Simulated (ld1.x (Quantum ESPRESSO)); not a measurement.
## cobalt (Co), RRKJ: configuration errors across variants

Co (Z = 27), norm-conserving RRKJ (Kleinman–Bylander form), made with ld1.x (Quantum ESPRESSO) 7.5 (LDA (PZ), scalar-relativistic). Core [Ne], reference 3s2 3p6 3d7 4s0 4p0 (charge +2). Waves: 3p (bound): rc 1.05 bohr; 3d (bound): rc 0.80 bohr; 3s (bound): rc 1.15 bohr. Local part: the s channel. Core correction: a·sin(br)/r model core inside 0.45 bohr. rho0 = 0.02.

All-electron excitation energies from the reference (eV): (1) 3s2 3p6 3d7 4s2 4p0 -26.380; (2) 3s2 3p6 3d7 4s1 4p0 -17.085; (3) 3s2 3p6 3d6 4s0 4p0 36.188; (4) 3s2 3p6 3d8 4s1 4p0 -27.619; (5) 3s2 3p6 3d7.5 4s1.5 4p0 -27.361; (6) 3s1 3p6 3d7 4s2 4p0 83.611; (7) 3s2 3p6 3d8 4s0 4p0 -19.675; (8) 3s2 3p6 3d7 4s0 4p0 spin -2.073; (9) 3s2 3p6 3d7 4s2 4p0 spin -28.364.

Spin tests fill each open shell by Hund’s rule, majority spin first.

Tests that are not counted but printed errors over 1 eV. “wave 3p (bound): rc 1.05 bohr becomes 3p (bound): rc 1.02 bohr”: 3s1 3p6 3d7 4s2 4p0 (solver errors, printed error +1.9 eV).

4 further variants failed, have other tests or another functional or relativity, and are left out.

Errors AE − PS in meV (a dash: test not solved or not reliable):

| change | (1) | (2) | (3) | (4) | (5) | (6) | (7) | (8) | (9) | bound ghosts |
| --- | --- | --- | --- | --- | --- | --- | --- | --- | --- | --- |
| base | +1088 | +702 | +23 | +427 | +714 | +1877 | +11 | +90 | +1160 | none |
| wave 3s (bound): rc 1.15 bohr becomes 3s (bound): rc 0.76 bohr | +106 | +68 | +0.1 | +39 | +68 | +169 | -0.2 | +82 | +185 | none |
| wave 3p (bound): rc 1.05 bohr becomes 3p (bound): rc 1.02 bohr | +1087 | +702 | +23 | +427 | +714 | – | +11 | +90 | +1160 | none |
| core correction none | +1089 | +703 | +23 | +428 | +715 | +1880 | +11 | +264 | +1331 | none |
| local potential the d channel | +1699 | +1247 | +0.7 | +591 | +1054 | +3674 | -0.6 | +72 | +1722 | none |
| wave 3d (bound): rc 0.80 bohr becomes 3d (bound): rc 1.16 bohr | +1086 | +701 | +26 | +423 | +712 | +1810 | +6.9 | +128 | +1195 | none |
| wave 3d (bound): rc 0.80 bohr becomes 3d (bound): rc 0.84 bohr | +1087 | +702 | +23 | +427 | +714 | +1874 | +10 | +96 | +1166 | none |

Task: Give the same row for: all radii but the core radius scaled by about 1.08 (s 1.24, p 1.14, d 0.86 bohr).

Result: +1599, +1030, +34, +635, +1056, +2730, +16, +102, +1676; bound ghosts: none.
